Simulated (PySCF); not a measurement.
# Substituent effects on chemical shifts

Parent skeleton `[CH3:1][S:2][SiH2:3][S:4][CH3:5]`; one hydrogen on atom 1 is replaced by X. Hydrogens on one atom are averaged.

- PBE0/pcSseg-1 with gauge-including orbitals
- geometry from GFN2-xTB
- code: PySCF 2.14
- gas phase, single conformer, one averaged value for each set of equivalent atoms, non-relativistic Hamiltonian

Chemical shifts δ = σref − σ; TMS for 13C (186.93 ppm) and 29Si (349.16 ppm) and 1H (31.72 ppm); 33S (503.73 ppm) against CS2, all at this level.

Q: Order these by the shift of C1, most shielded first.
A. X = CH2SiH3
B. X = CH3
C. X = 2-furyl
D. X = SO2CH3
E. X = N-pyrrolyl
F. X = SCH3

A: B (26.4 ppm), C (28.8 ppm), A (32.4 ppm), F (42.7 ppm), E (50.3 ppm), D (57.0 ppm).

Q: Order these by the shift of H(Si3), most shielded first.
A. X = COOCH3
B. X = 2-furyl
C. X = ethynyl

A: B (5.11 ppm), C (5.33 ppm), A (5.46 ppm).

Q: Order these by the shift of S4, most shielded first.
A. X = SCH3
B. X = N-pyrrolyl
C. X = SCF3
D. X = 2-furyl
E. X = SO2CH3
F. X = ethynyl

A: C (-215.9 ppm), F (-214.0 ppm), B (-208.2 ppm), A (-199.2 ppm), D (-191.7 ppm), E (-185.0 ppm).
